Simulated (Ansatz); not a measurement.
The same path of C$_{2}$H$_{11}$NOSi$_{2}$ (17 atoms, charge 0, multiplicity 1) was run 3 times with different band settings. The coordinate that changes most is the dihedral H8–C1–N2–Si3.

Level of theory: RKS BHLYP-D4/6-31G* (Ansatz 0.2.0).

Relaxed end points:

```xyz
17
Properties=species:S:1:pos:R:3
C -0.529 -1.563 0.547
N 0.393 -0.535 0.060
Si 2.029 -0.639 0.616
Si -0.165 0.461 -1.249
C -1.471 1.623 -0.536
O -0.971 2.228 0.645
H -1.561 -1.220 0.497
H -0.458 -2.485 -0.029
H -0.326 -1.802 1.590
H 2.771 0.534 0.127
H 2.709 -1.873 0.156
H 2.038 -0.671 2.095
H 0.987 1.224 -1.760
H -0.747 -0.361 -2.337
H -2.421 1.115 -0.345
H -1.692 2.430 -1.230
H -0.606 1.532 1.195
```

```xyz
17
Properties=species:S:1:pos:R:3
C -0.564 -1.578 0.462
N 0.361 -0.557 -0.037
Si 2.041 -0.812 0.293
Si -0.277 0.597 -1.168
C -1.416 1.747 -0.195
O -0.746 2.199 0.971
H -0.591 -2.457 -0.181
H -0.280 -1.900 1.462
H -1.577 -1.187 0.531
H 2.798 0.362 -0.169
H 2.574 -2.024 -0.370
H 2.227 -0.998 1.749
H 0.856 1.346 -1.735
H -1.030 -0.074 -2.255
H -2.369 1.273 0.058
H -1.662 2.632 -0.777
H -0.364 1.432 1.401
```

Common settings: spring 5.0 eV/Å²; optimiser quadratic models (default); start path IDPP; end points relaxed.

| run | movable images | climbing image | force threshold | iteration limit |
| --- | --- | --- | --- | --- |
| 1 | 5 | yes | 0.05 eV/Å | 51 |
| 2 | 5 | yes | 0.2 eV/Å | 46 |
| 3 | 8 | no | 0.05 eV/Å | 34 |

What does each run give, and how far can it be trusted?

Run 1: converged after 7 iterations, highest image 0.016 eV above the first end. A vibrational analysis at the climbing image gives one clearly imaginary mode, 105i cm⁻¹: a first-order saddle point.
Run 2: converged after 4 iterations, highest image 0.018 eV above the first end. The threshold of 0.2 eV/Å is loose, so the images may lie well off the minimum-energy path. Another band between the same ends (5 images) ends at a top of the same energy, where a vibrational analysis finds 1 clearly imaginary mode.
Run 3: converged after 4 iterations, highest image 0.019 eV above the first end. No image climbed, so the highest image needn't sit at the top of the path.
